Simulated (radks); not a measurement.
Values are calculated unless marked as measured or tabulated.
Q: The germanium ion Ge3+, [Ar] 3d10 4s1. Level of theory: non-relativistic Kohn-Sham, exchange-only PBE, spin-polarised, spherical densities, point nucleus (a radial shooting solver on a logarithmic mesh with Libxc functionals). Every spin shell is full or empty, so the densities are truly spherical. Functionals are evaluated on that one density, not self-consistently. Rank these orbital-free kinetic functionals by their error against the exact value of the orbitals, and give that value: Thomas-Fermi, TF + vW/9, LC94, Perdew 92, Thakkar, Pearson, LKT, PG1, DePristo-Kress, Ernzerhof.

A: Exact: 2073.12 hartree. From best to worst, with 100 (|E| - |E exact|)/|E exact| (equal figures are ties): LC94 -0.05, DePristo-Kress -0.15, Ernzerhof -0.43, Thakkar -0.52, Perdew 92 -0.80, TF + vW/9 -0.81, Pearson -1.22, Thomas-Fermi -6.18, PG1 +18.09, LKT +22.84.
